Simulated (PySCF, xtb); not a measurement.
C5H7FO, SMILES C[C@H]1CO/C1=C\F.

Harmonic wavenumbers (cm⁻¹) from GFN2-xTB in xtb at its own minimum, in rising order: 119, 147, 174, 209, 298, 384, 491, 563, 724, 728, 871, 920, 940, 1040, 1046, 1091, 1104, 1119, 1137, 1174, 1229, 1235, 1268, 1318, 1406, 1466, 1487, 1492, 1788, 2958, 2970, 2979, 3036, 3044, 3049, 3106.

Q: What does PBE-D3(BJ)/def2-SVP (PySCF) give at its own minimum? (An estimate is asked for; the answer gives what the named calculation found.)

A: 93, 143, 176, 232, 294, 393, 496, 584, 693, 711, 846, 877, 892, 985, 1016, 1092, 1101, 1126, 1142, 1157, 1214, 1255, 1306, 1338, 1347, 1414, 1418, 1443, 1756, 2969, 2972, 2992, 3039, 3061, 3068, 3139. Paired by order, the mean absolute difference is 23 cm⁻¹ and the zero-point energies are 68.8 and 68.3 kcal/mol.
